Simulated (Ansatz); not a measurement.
Stepwise reaction of `[NH2][Al]([NH2])[OH]` with water, as a gas-phase model of exchange steps in deposition or etching. ΔE in kJ/mol; ΔG adds harmonic PBE0-D4 terms to CCSD(T)/CBS, at 1 bar.

Computed with Ansatz on PBE0-D4/def2-TZVP structures; ΔE is electronic, products minus reactants. CCSD(T)/CBS is the MP2 limit (def2-TZVPP, def2-QZVPP) plus CCSD(T) − MP2 in def2-TZVPP, frozen cores. This one scheme is used for every species. Functionals use def2-TZVPP. B3LYP here is the variant with VWN-RPA as its local correlation; programs differ in this. Each species was taken in one conformer, which may not be the lowest.

| step | reaction | PBE-D4 | B3LYP-D4 | ωB97M-V | CCSD(T)/CBS | ΔG(500 K) |
| --- | --- | --- | --- | --- | --- | --- |
| 2 | `[NH2][Al]([OH])[OH]` + H₂O → `[OH][Al]([OH])[OH]` + NH₃ | -48.2 | -50.5 | -49.8 | -47.5 | -37.4 |

(1) Give the row of step 1, `[NH2][Al]([NH2])[OH]` + H₂O → `[NH2][Al]([OH])[OH]` + NH₃. (Best estimate.)

(2) By hand: ΔE of the 2 steps together at CCSD(T)/CBS.

Results:

(1) Computed: 
```
step                                                    reaction  PBE-D4  B3LYP-D4  ωB97M-V  CCSD(T)/CBS  ΔG(500 K)
   1  `[NH2][Al]([NH2])[OH]` + H₂O → `[NH2][Al]([OH])[OH]` + NH₃   -50.4     -52.8    -52.0        -49.4      -42.0
```

(2) (-49.4) + (-47.5) = -96.9 kJ/mol, or -48.5 kJ/mol a step.

In ΔE the steps differ by no more than 1.9 kJ/mol. All are downhill at CCSD(T)/CBS. ΔG lies between -42.0 and -37.4 kJ/mol a step. PBE-D4 differs from CCSD(T)/CBS by -1.0 to -0.7 kJ/mol a step. Isolated molecules leave out the surface, adducts and barriers. Largest T1 diagnostic: 0.012.
